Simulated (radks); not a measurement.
Initial-state core-level shifts of the tungsten ion W+ when its valence configuration changes from [Xe] 4f14 5d4 6s1. Method: scalar-relativistic Kohn-Sham, r2SCAN, spin-polarised, spherical densities, finite nucleus; open shells are filled with parallel spins first (spin-orbit coupling, left out, can overturn this in heavy ions); meta-GGA in the generalised Kohn-Sham scheme; Fermi nuclear charge, rms radius 5.3658 fm; computed with a radial shooting solver on a logarithmic mesh with Libxc functionals. Shifts are changes of the shell-averaged eigenvalues in eV (positive: less bound); the change of the density at the nucleus, which sets a Mossbauer isomer shift, is in e/bohr^3, on a base of 1.515e+06.

| valence | 1s | 4p | 4d | 5p | density at nucleus |
|---|---|---|---|---|---|
| 4f14 5d4 6p1 | -1.538 | -1.520 | -1.518 | -1.515 | -103.9 |
| 4f14 5d3 6s2 | -3.169 | -3.232 | -3.239 | -2.892 | +100.2 |
| 4f13 5d5 6s1 | -9.609 | -10.337 | -9.901 | -2.975 | +86.5 |
| 4f14 5d2 6s1 6p2 | -9.006 | -9.122 | -9.137 | -8.322 | +30.3 |
| 4f14 5d3 6s1 6p1 | -4.458 | -4.520 | -4.528 | -4.183 | +13.1 |
| 4f14 5d2.5 6s1 6p1.5 | -6.721 | -6.812 | -6.823 | -6.260 | +21.2 |
| 4f12 5d4 6s1 6p2 | -29.661 | -31.069 | -30.164 | -14.905 | +215.4 |
| 4f13.5 5d4 6s1 6p0.5 | -7.028 | -7.437 | -7.227 | -3.652 | +49.2 |
| 4f12 5d3 6s2 6p2 | -33.766 | -35.181 | -34.278 | -18.359 | +360.7 |
